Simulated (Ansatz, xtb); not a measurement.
**CH9GeSSi+: which of two isomers lies lower**

Structure a: `[CH3][GeH2][SH+][SiH3]`, a singlet. Structure b: `C[SiH2][SH+][GeH3]`, a singlet. Both are isolated ions in the gas phase, relaxed with B3LYP/6-31G*; the shapes shown needn't be the lowest conformers.

a (Å):

```json
{"atom": "C", "x (Å)": "1.5701", "y (Å)": "3.0526", "z (Å)": "0.0254"}
{"atom": "Ge", "x (Å)": "-0.2023", "y (Å)": "2.3440", "z (Å)": "0.4084"}
{"atom": "S", "x (Å)": "0.1658", "y (Å)": "-0.0146", "z (Å)": "0.7889"}
{"atom": "Si", "x (Å)": "-1.8644", "y (Å)": "-0.9349", "z (Å)": "1.2149"}
{"atom": "H", "x (Å)": "1.9657", "y (Å)": "2.6291", "z (Å)": "-0.9005"}
{"atom": "H", "x (Å)": "2.2483", "y (Å)": "2.8474", "z (Å)": "0.8565"}
{"atom": "H", "x (Å)": "1.4699", "y (Å)": "4.1366", "z (Å)": "-0.0952"}
{"atom": "H", "x (Å)": "-1.2273", "y (Å)": "2.3172", "z (Å)": "-0.7384"}
{"atom": "H", "x (Å)": "-0.8210", "y (Å)": "2.6800", "z (Å)": "1.7748"}
{"atom": "H", "x (Å)": "0.3224", "y (Å)": "-0.4197", "z (Å)": "-0.4919"}
{"atom": "H", "x (Å)": "-2.8027", "y (Å)": "-0.3516", "z (Å)": "0.2370"}
{"atom": "H", "x (Å)": "-2.0890", "y (Å)": "-0.5013", "z (Å)": "2.6049"}
{"atom": "H", "x (Å)": "-1.6155", "y (Å)": "-2.3766", "z (Å)": "1.0399"}
```

b (Å):

```xyz
13

C    -0.6467   -1.3104    2.2944
Ge   -0.7277   -2.0488   -1.8507
S     1.1155   -2.4950   -0.4184
Si    0.9940   -1.1295    1.4277
H    -1.4919   -1.0108    1.6670
H    -0.6385   -0.6495    3.1717
H    -0.8116   -2.3306    2.6566
H     1.2348    0.1629    0.7560
H     2.1670   -1.6276    2.1712
H     0.6927   -3.6638    0.1145
H    -1.9640   -2.1238   -0.9467
H    -0.3551   -0.6476   -2.3429
H    -0.5788   -3.1846   -2.8659
```

Task: Estimate which is lower in electronic energy at CCSD(T)/def2-SVP + ΔMP2/def2-TZVPP, and by roughly how much.

Result: Too close to call at this level: CCSD(T)/def2-SVP + ΔMP2/def2-TZVPP gives E(b) − E(a) = −1.07 kcal/mol.

How the difference moves with the method:

| level | geometry | E(b) − E(a) (kcal/mol) | departure from the last row (kcal/mol) | job, with rough time for the two |
| --- | --- | --- | --- | --- |
| B3LYP/6-31G* | B3LYP/6-31G* | −1.47 | −0.40 | optimisation, 3.3 min |
| HF/def2-SVP | B3LYP/6-31G* | −1.46 | −0.39 | part of the CCSD(T) run |
| MP2/def2-SVP | B3LYP/6-31G* | −1.57 | −0.50 | part of the CCSD(T) run |
| CCSD(T)/def2-SVP | B3LYP/6-31G* | −1.61 | −0.54 | single point |
| CCSD(T)/def2-SVP + ΔMP2/def2-TZVPP | B3LYP/6-31G* | −1.07 |  | single point, 50 s |

As drawn, b has 1 C–Si, 1 Ge–H in place of 1 C–Ge, 1 Si–H.

The largest departure from CCSD(T)/def2-SVP + ΔMP2/def2-TZVPP is that of CCSD(T)/def2-SVP, 0.54 kcal/mol. Levels run at GFN2-xTB geometries aren't shown. The last row adds to CCSD(T) the change of the MP2 difference between the two basis sets, here +0.54 kcal/mol.

With harmonic frequencies from B3LYP/6-31G* (ideal gas, rigid rotor, one conformer each, 200 K, 1 atm): on the last row, ΔE + ΔZPE = −1.22 kcal/mol. A mode under 50 cm⁻¹ makes harmonic enthalpies and free energies unreliable, so none is given.

The correlated steps freeze 20 core orbitals; the filled d shell of Ge is correlated, in a basis made for valence electrons. Codes used: Ansatz 0.2.0; the last row on 2 threads of Intel(R) Xeon(R) Platinum 8259CL CPU @ 2.50GHz (Skylake/Cascade Lake) on a shared host.
